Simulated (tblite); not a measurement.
A geometry optimisation, step by step.

Species: C₂H₆BrOSi (doublet state).
Atom-mapped SMILES: `[CH2:1][O:2][SiH2:3][CH2:4][Br:5]` (hydrogens: H6, H7 on C1; H8, H9 on Si3; H10, H11 on C4)

Computed with GFN2-xTB (tblite), gas phase: L-BFGS steps from a force-field or distance-geometry start until the largest atomic force falls under 0.01 eV/Å. 14 of its 44 geometries are shown.

Step 0: E = -467.3795 eV, largest atomic force 1.692 eV/Å
```
atom  x, y, z in Å  |  force x, y, z in eV/Å
C1      2.276    0.453    0.913   -1.208   0.631   0.144
O2      0.932    0.719    0.830    0.588  -0.899  -0.374
Si3    -0.082   -0.351    0.067    1.551  -0.623  -0.266
C4     -1.843    0.216    0.082   -0.936   0.355   0.682
Br5    -2.981   -1.081   -0.826    0.244   0.058   0.028
H6      2.825    1.211    1.435    0.119  -0.178  -0.084
H7      2.680   -0.433    0.469   -0.009   0.129   0.073
H8      0.050   -1.673    0.720   -0.132   0.215  -0.044
H9      0.390   -0.509   -1.336   -0.192   0.083   0.272
H10    -1.995    1.161   -0.419   -0.101   0.177  -0.097
H11    -2.247    0.289    1.102    0.076   0.052  -0.334
```

Step 3: E = -467.4769 eV, largest atomic force 0.393 eV/Å
```
atom  x, y, z in Å  |  force x, y, z in eV/Å
C1      2.252    0.469    0.917    0.045   0.033   0.019
O2      0.937    0.681    0.812   -0.109  -0.039  -0.028
Si3    -0.045   -0.378    0.052   -0.354  -0.142  -0.094
C4     -1.851    0.228    0.098    0.235   0.089   0.049
Br5    -2.966   -1.077   -0.824    0.191   0.028   0.031
H6      2.830    1.203    1.432    0.015   0.083   0.048
H7      2.677   -0.413    0.480    0.087   0.059   0.051
H8      0.044   -1.669    0.721   -0.058  -0.175   0.074
H9      0.382   -0.506   -1.332    0.003  -0.029  -0.253
H10    -2.002    1.170   -0.421   -0.027   0.008   0.059
H11    -2.252    0.295    1.103   -0.028   0.085   0.045
```

Step 7: E = -467.5066 eV, largest atomic force 0.251 eV/Å
```
atom  x, y, z in Å  |  force x, y, z in eV/Å
C1      2.242    0.482    0.921    0.005  -0.041  -0.026
O2      0.920    0.647    0.793    0.073   0.000   0.012
Si3    -0.062   -0.418    0.027    0.177   0.040   0.033
C4     -1.831    0.251    0.117   -0.101  -0.039  -0.026
Br5    -2.918   -1.071   -0.816    0.031  -0.039  -0.008
H6      2.825    1.217    1.438   -0.239   0.077   0.003
H7      2.694   -0.391    0.496    0.088  -0.016   0.007
H8      0.024   -1.701    0.732   -0.093  -0.033  -0.107
H9      0.372   -0.512   -1.373   -0.121  -0.085   0.032
H10    -2.006    1.182   -0.411    0.091   0.086   0.037
H11    -2.255    0.317    1.114    0.088   0.050   0.042
```

Step 10: E = -467.5248 eV, largest atomic force 0.254 eV/Å
```
atom  x, y, z in Å  |  force x, y, z in eV/Å
C1      2.241    0.483    0.919    0.065   0.015   0.020
O2      0.919    0.630    0.785    0.047  -0.164  -0.093
Si3    -0.059   -0.434    0.018   -0.041  -0.011  -0.003
C4     -1.828    0.261    0.124    0.232   0.014   0.002
Br5    -2.880   -1.075   -0.813   -0.100  -0.009  -0.008
H6      2.775    1.247    1.447   -0.080  -0.007  -0.018
H7      2.728   -0.384    0.507   -0.042   0.138   0.072
H8     -0.007   -1.734    0.718   -0.045   0.154  -0.187
H9      0.342   -0.536   -1.400   -0.114  -0.060   0.219
H10    -1.989    1.202   -0.394    0.050  -0.020  -0.018
H11    -2.238    0.341    1.127    0.029  -0.050   0.013
```

Step 13: E = -467.5390 eV, largest atomic force 0.155 eV/Å
```
atom  x, y, z in Å  |  force x, y, z in eV/Å
C1      2.243    0.487    0.920   -0.010   0.056   0.032
O2      0.924    0.598    0.769   -0.020   0.001  -0.010
Si3    -0.060   -0.449    0.010   -0.107   0.000  -0.004
C4     -1.806    0.272    0.133   -0.033   0.007   0.002
Br5    -2.858   -1.075   -0.808   -0.074   0.121   0.062
H6      2.727    1.274    1.454    0.103   0.063   0.053
H7      2.756   -0.365    0.522    0.063   0.016   0.019
H8     -0.039   -1.747    0.685   -0.004  -0.061  -0.033
H9      0.305   -0.564   -1.402    0.000  -0.055  -0.040
H10    -1.968    1.216   -0.382    0.042  -0.063  -0.047
H11    -2.218    0.354    1.136    0.039  -0.086  -0.034
```

Step 17: E = -467.5489 eV, largest atomic force 0.203 eV/Å
```
atom  x, y, z in Å  |  force x, y, z in eV/Å
C1      2.246    0.504    0.930    0.022  -0.004   0.005
O2      0.926    0.577    0.756    0.034   0.036   0.028
Si3    -0.072   -0.462    0.003    0.193  -0.061  -0.020
C4     -1.801    0.277    0.135    0.011  -0.044  -0.021
Br5    -2.874   -1.046   -0.793   -0.177  -0.033  -0.056
H6      2.717    1.303    1.468   -0.055  -0.043  -0.034
H7      2.787   -0.339    0.542    0.003   0.078   0.044
H8     -0.061   -1.771    0.654    0.002  -0.057   0.022
H9      0.279   -0.597   -1.411    0.015  -0.015  -0.054
H10    -1.944    1.215   -0.388   -0.021   0.070   0.024
H11    -2.197    0.343    1.141   -0.026   0.073   0.062
```

Step 20: E = -467.5565 eV, largest atomic force 0.135 eV/Å
```
atom  x, y, z in Å  |  force x, y, z in eV/Å
C1      2.250    0.519    0.939   -0.016  -0.008  -0.005
O2      0.932    0.565    0.750   -0.022  -0.061  -0.032
Si3    -0.061   -0.482   -0.006   -0.074  -0.036  -0.026
C4     -1.795    0.275    0.135    0.111  -0.028   0.009
Br5    -2.914   -1.022   -0.785   -0.088   0.020  -0.015
H6      2.701    1.326    1.478   -0.047   0.040   0.014
H7      2.818   -0.309    0.565    0.013  -0.019  -0.009
H8     -0.080   -1.803    0.629    0.058   0.042   0.025
H9      0.259   -0.630   -1.429    0.062   0.025   0.011
H10    -1.924    1.221   -0.388   -0.019  -0.062   0.118
H11    -2.180    0.343    1.149    0.022   0.086  -0.090
```

Step 23: E = -467.5621 eV, largest atomic force 0.132 eV/Å
```
atom  x, y, z in Å  |  force x, y, z in eV/Å
C1      2.250    0.527    0.944   -0.021  -0.015  -0.010
O2      0.933    0.546    0.740   -0.009  -0.052  -0.028
Si3    -0.057   -0.503   -0.018   -0.037   0.003  -0.015
C4     -1.781    0.269    0.135   -0.124  -0.031  -0.031
Br5    -2.951   -1.002   -0.781    0.041   0.102   0.065
H6      2.680    1.346    1.486   -0.075   0.022   0.000
H7      2.841   -0.289    0.580    0.002  -0.024  -0.014
H8     -0.085   -1.821    0.619    0.066   0.004   0.037
H9      0.256   -0.648   -1.442    0.070   0.021   0.006
H10    -1.914    1.220   -0.372    0.046  -0.001  -0.025
H11    -2.167    0.357    1.146    0.042  -0.030   0.016
```

Step 26: E = -467.5667 eV, largest atomic force 0.117 eV/Å
```
atom  x, y, z in Å  |  force x, y, z in eV/Å
C1      2.248    0.532    0.947   -0.020  -0.025  -0.016
O2      0.932    0.526    0.729   -0.008   0.015   0.007
Si3    -0.061   -0.518   -0.029    0.043  -0.020  -0.003
C4     -1.783    0.259    0.130    0.038   0.079   0.036
Br5    -2.987   -0.970   -0.770   -0.043  -0.031  -0.016
H6      2.655    1.363    1.491   -0.088  -0.044  -0.040
H7      2.857   -0.276    0.590   -0.028   0.026   0.010
H8     -0.074   -1.832    0.617    0.029  -0.010   0.018
H9      0.267   -0.658   -1.449    0.030   0.008  -0.004
H10    -1.899    1.216   -0.365    0.040   0.064  -0.089
H11    -2.150    0.361    1.146    0.007  -0.061   0.098
```

Step 30: E = -467.5709 eV, largest atomic force 0.054 eV/Å
```
atom  x, y, z in Å  |  force x, y, z in eV/Å
C1      2.239    0.534    0.948   -0.032   0.007  -0.001
O2      0.928    0.503    0.716   -0.041   0.034   0.010
Si3    -0.062   -0.540   -0.042   -0.002  -0.004   0.002
C4     -1.775    0.264    0.134    0.040  -0.012  -0.006
Br5    -3.020   -0.941   -0.759    0.016   0.019   0.019
H6      2.609    1.379    1.492    0.010   0.000   0.001
H7      2.875   -0.257    0.603   -0.030  -0.007  -0.009
H8     -0.065   -1.850    0.613   -0.001  -0.012  -0.010
H9      0.277   -0.672   -1.460   -0.004  -0.011   0.000
H10    -1.874    1.224   -0.366    0.017  -0.014   0.023
H11    -2.127    0.359    1.159    0.027   0.000  -0.030
```

Step 33: E = -467.5720 eV, largest atomic force 0.098 eV/Å
```
atom  x, y, z in Å  |  force x, y, z in eV/Å
C1      2.230    0.534    0.947   -0.002   0.019   0.011
O2      0.919    0.508    0.717    0.007  -0.006  -0.002
Si3    -0.061   -0.544   -0.043    0.049  -0.013  -0.009
C4     -1.766    0.264    0.134   -0.085  -0.038  -0.030
Br5    -3.021   -0.936   -0.754    0.024   0.018   0.010
H6      2.603    1.379    1.490    0.011   0.006   0.005
H7      2.867   -0.257    0.602   -0.061   0.003  -0.009
H8     -0.062   -1.853    0.613    0.002  -0.009  -0.011
H9      0.280   -0.674   -1.461    0.000  -0.016   0.004
H10    -1.867    1.224   -0.364    0.028   0.020   0.005
H11    -2.119    0.358    1.157    0.027   0.016   0.026
```

Step 36: E = -467.5732 eV, largest atomic force 0.043 eV/Å
```
atom  x, y, z in Å  |  force x, y, z in eV/Å
C1      2.218    0.540    0.950    0.008   0.015   0.009
O2      0.908    0.509    0.715    0.020  -0.020  -0.004
Si3    -0.056   -0.556   -0.048   -0.024   0.007  -0.003
C4     -1.760    0.259    0.131    0.006   0.016   0.022
Br5    -3.038   -0.916   -0.745   -0.014  -0.028  -0.030
H6      2.589    1.386    1.492    0.007   0.013   0.008
H7      2.857   -0.249    0.605   -0.040  -0.003  -0.008
H8     -0.055   -1.865    0.607    0.008  -0.002  -0.009
H9      0.286   -0.686   -1.465    0.012  -0.016  -0.009
H10    -1.847    1.224   -0.361    0.009   0.000   0.000
H11    -2.097    0.356    1.158    0.009   0.018   0.024
```

Step 40: E = -467.5736 eV, largest atomic force 0.011 eV/Å
```
atom  x, y, z in Å  |  force x, y, z in eV/Å
C1      2.216    0.542    0.950   -0.003  -0.003  -0.002
O2      0.906    0.509    0.715   -0.008   0.005   0.003
Si3    -0.057   -0.556   -0.049    0.004   0.000  -0.003
C4     -1.759    0.260    0.133   -0.005  -0.001   0.004
Br5    -3.036   -0.917   -0.746    0.003   0.006   0.000
H6      2.588    1.388    1.492    0.001   0.000   0.000
H7      2.849   -0.250    0.603    0.007  -0.003   0.000
H8     -0.054   -1.867    0.604    0.005   0.002  -0.008
H9      0.287   -0.689   -1.466    0.005  -0.009   0.003
H10    -1.843    1.225   -0.359   -0.004  -0.003  -0.002
H11    -2.093    0.359    1.161   -0.006   0.005   0.005
```

Step 43: E = -467.5736 eV, largest atomic force 0.008 eV/Å
```
atom  x, y, z in Å  |  force x, y, z in eV/Å
C1      2.215    0.541    0.950    0.001   0.000   0.000
O2      0.905    0.511    0.716    0.005  -0.002  -0.001
Si3    -0.057   -0.555   -0.049    0.003   0.002   0.002
C4     -1.759    0.260    0.133   -0.004   0.000  -0.002
Br5    -3.036   -0.917   -0.747    0.003   0.002   0.003
H6      2.590    1.386    1.492   -0.003  -0.005  -0.004
H7      2.847   -0.252    0.602   -0.004   0.006   0.003
H8     -0.051   -1.866    0.604    0.003  -0.003  -0.004
H9      0.290   -0.690   -1.465    0.002  -0.005   0.001
H10    -1.844    1.224   -0.360   -0.002   0.002   0.002
H11    -2.095    0.359    1.162   -0.004   0.002  -0.001
```

**Question.** Summarise the path.

**Answer.** The energy falls by 0.1942 eV from step 0 to step 43; nine tenths of that is first reached at step 19. It falls at every step. The largest force goes from 1.692 to 0.008 eV/Å. Among the bonds Si3–C4 changes most, from 1.850 to 1.897 Å; the atoms move by 0.218 Å rms after alignment.

**Question.** Follow the three bonds and two angles with the largest change from start to end.

**Answer.** 
```
step  E above end (eV)  largest force (eV/Å)  Si3–C4 (Å)  C1–O2 (Å)  O2–Si3 (Å)  C1–O2–Si3 (°)  O2–Si3–C4 (°)
   0            0.1942                 1.692       1.850      1.373       1.660          120.1          112.3
   2            0.1093                 0.324       1.901      1.340       1.639          121.0          111.3
   4            0.0880                 0.328       1.903      1.336       1.631          122.4          110.0
   6            0.0723                 0.241       1.894      1.338       1.635          123.6          108.4
   7            0.0670                 0.251       1.894      1.339       1.638          123.8          107.9
   9            0.0555                 0.262       1.900      1.338       1.639          124.1          107.2
  11            0.0423                 0.215       1.904      1.335       1.632          125.2          106.7
  13            0.0347                 0.155       1.893      1.332       1.626          126.8          106.4
  15            0.0304                 0.143       1.884      1.332       1.625          128.1          106.3
  17            0.0248                 0.203       1.885      1.333       1.627          129.2          106.2
  19            0.0194                 0.161       1.894      1.333       1.628          130.0          105.8
  21            0.0151                 0.114       1.898      1.333       1.629          130.6          105.1
  22            0.0133                 0.123       1.897      1.333       1.629          131.1          104.8
  24            0.0100                 0.120       1.893      1.333       1.629          132.0          104.7
  26            0.0069                 0.117       1.896      1.333       1.628          132.9          104.6
  28            0.0040                 0.165       1.902      1.332       1.626          133.9          104.1
  30            0.0028                 0.054       1.901      1.331       1.626          134.1          103.5
  32            0.0022                 0.074       1.897      1.331       1.626          133.7          103.2
  34            0.0011                 0.082       1.895      1.332       1.626          133.0          102.5
  36            0.0004                 0.043       1.897      1.331       1.626          133.0          102.0
  37            0.0002                 0.042       1.898      1.331       1.626          133.1          101.9
  39            0.0001                 0.015       1.897      1.331       1.626          133.1          101.8
  41            0.0000                 0.011       1.896      1.331       1.627          132.9          101.8
  43            0.0000                 0.008       1.897      1.331       1.627          132.8          101.8
```

What follows is the cost of the whole relaxation. Time: 0.25 s wall. Hardware: AMD EPYC 7B13, one thread, shared host with 128 logical CPUs at a one-minute load of 34.
